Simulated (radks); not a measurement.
Ionisation ladder of silicon, from Si to Si13+. Each ion is in the ground configuration listed by NIST, and IE = E(next ion) - E(this ion), with E = 0 for the bare nucleus. Method: Dirac Kohn-Sham, PBE, spin-unpolarised, spherical densities, point nucleus; open shells are shared between the two j in proportion to 2j + 1; computed with a radial shooting solver on a logarithmic mesh with Libxc functionals.

species  configuration  E (hartree)  IE, Delta-SCF (eV)  -e(HOMO) (eV)   HOMO  <r> HOMO (bohr)  IE, NIST (eV)       kind  error (eV)
Si        [Ne] 3s2 3p2   -289.83722               7.740          4.071  3p3/2             2.80          8.152       exp.      -0.412
Si+       [Ne] 3s2 3p1   -289.55277              15.993         11.642  3p3/2             2.46         16.346       exp.      -0.353
Si2+          [Ne] 3s2   -288.96505              33.971         28.535  3s1/2             1.95         33.493       exp.      +0.478
Si3+          [Ne] 3s1   -287.71662              45.152         39.487  3s1/2             1.85         45.142       exp.      +0.011
Si4+              [Ne]   -286.05729              168.04         148.32  2p3/2            0.532         166.77       exp.        +1.3
Si5+      [He] 2s2 2p5   -279.88197              209.01         187.80  2p3/2            0.507         205.28  semi-emp.        +3.7
Si6+      [He] 2s2 2p4   -272.20096              252.83         230.20  2p3/2            0.486         246.57  semi-emp.        +6.3
Si7+      [He] 2s2 2p3   -262.90949              299.35         275.37  2p3/2            0.466         303.59  semi-emp.        -4.2
Si8+      [He] 2s2 2p2   -251.90854              348.37         323.15  2p3/2            0.449          351.3  semi-emp.        -2.9
Si9+      [He] 2s2 2p1   -239.10615              399.63         373.32  2p3/2            0.433         401.38  semi-emp.        -1.7
Si10+         [He] 2s2   -224.41987              477.05         454.32  2s1/2            0.479         476.27  semi-emp.        +0.8
Si11+         [He] 2s1   -206.88858              521.51         499.64  2s1/2            0.470         523.42     theory        -1.9
Si12+             [He]   -187.72338              2456.3         2353.1  1s1/2            0.110         2437.7     theory       +18.6
Si13+              1s1    -97.45632              2651.9         2558.7  1s1/2            0.107         2673.2     theory       -21.3

Reference values: NIST Atomic Spectra Database (exp. = measured, semi-emp. = semi-empirical, theory = theoretical value adopted there). The ionisation energy per charge of the ion left behind rises most, in proportion, at Si12+ ([He]), from 43.459 to 188.95 eV. Against the entries that are not theoretical the mean signed error is -0.3 % and the largest -5.0 %. Spin polarisation and multiplet splitting are left out, so open shells lie too high by an amount that depends on their filling.

Beside tabulated values, note that spin-unpolarised runs miss the spin-polarisation part of the exchange energy of open shells.
